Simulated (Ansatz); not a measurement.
Mulliken charges of BGaH4SSe, SMILES `[SH][GaH][BH][SeH]` from ωB97M-V/def2-TZVPP in Ansatz (PBE0-D4/def2-TZVP geometry).

```csv
atom,x (Å),y (Å),z (Å),charge (e)
S1,-0.468,1.637,-1.934,-0.276
Ga2,0.358,1.017,0.021,0.110
B3,0.311,-1.016,0.437,-0.113
Se4,-1.342,-1.848,0.851,0.008
H5,-0.203,2.943,-1.774,0.119
H6,0.917,2.188,0.898,-0.023
H7,1.291,-1.696,0.428,0.107
H8,-0.863,-3.224,1.073,0.068
```

Task: By hand: the dipole of these point charges (1 e Å = 4.8032 D).

Result: Σ q r = (0.157, -0.341, 0.381) e Å, of length 0.535 e Å = 2.57 D.

Task: How does the dipole of the full density compare? (Best estimate.)

Result: Computed: (0.119, -0.196, 0.265) e Å, 1.68 D; the point charges give 1.53 times that, at 6° from its direction.

Point charges leave out the atoms' own dipoles, such as those of lone pairs, and Mulliken's split depends on the basis, so the two needn't agree.
